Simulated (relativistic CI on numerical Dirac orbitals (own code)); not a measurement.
# One change at a time: Pr12+

Base calculation: Dirac-Coulomb-Breit CI, KLI orbitals optimised for each configuration, a model potential for QED, unscaled Slater integrals.

CI space (outside the closed core [Kr]): 4d10 5s, 4d10 4f, 4d10 5p, 4d10 5d, 4d10 5f, 4d9 5s 4f, 4d10 5g, 4d10 6s, 4d10 6p, 4d9 5s2, 4d10 6d, 4d9 5s 5p, 4d10 7s, 4d10 6f, 4d10 7p, 4d10 7d, 4d10 8s, 4d9 5s 5d, 4d10 9s. Double excitations out of closed p, d and f shells are left out; levels of such configurations are missing from the list, as are those of other unlisted configurations, and high levels can miss mixing partners.

Variants: (1) one mean potential for all configurations. Shifts of the energy above 4d10 5s 2S_1/2, in cm⁻¹, for the lowest level and the first level of each name with at least 55 % of one term (blank where a level changes its place among those of its configuration and J or its character, or is not in the variant):

| Level | Base | Δ(1) |
| --- | --- | --- |
| 4d10 5s 2S_1/2 | 0 | 0 |
| 4d10 4f 2F°_5/2 | 102903 | +2141 |
| 4d10 4f 2F°_7/2 | 106276 | +2061 |
| 4d10 5p 2P°_1/2 | 167748 | +567 |
| 4d10 5p 2P°_3/2 | 210343 | +675 |
| 4d10 5d 2D_3/2 | 488409 | +1067 |
| 4d10 5d 2D_5/2 | 496009 | +1097 |
| 4d10 6s 2S_1/2 | 733631 | +1974 |
| 4d10 5f 2F°_5/2 | 803105 | +1699 |
| 4d10 5f 2F°_7/2 | 804390 | +1694 |
| 4d10 6p 2P°_1/2 | 811049 | +2150 |
| 4d10 6p 2P°_3/2 | 829563 | +2223 |
| 4d9 5s2 2D_5/2 | 883141 | +9107 |
| 4d9 5s 4f 4P°_1/2 | 896786 | +951 |

At this charge transitions that keep the count of f electrons are usually good to a few per cent. Levels and lines within the n = 5 or 6 shells can be off by up to 10 % or somewhat more, and those that change n by about 2 %, since core polarisation is missing. Levels that differ in their count of f electrons can be misplaced by several ten thousand cm⁻¹, since the correlation energy of f electrons is missing or only estimated; rates across such gaps can be off by orders of magnitude.

Ionisation energy from one configuration of each of the two ions, the ground ones as tabulated or assumed: base 214.974 eV. The NIST ASD value (semi-empirical) is 217.02 ± 0.12 eV.

LS names give the leading component of a level, which can be under half, so a name can repeat, a term be missing and a line seem to break the LS rules.
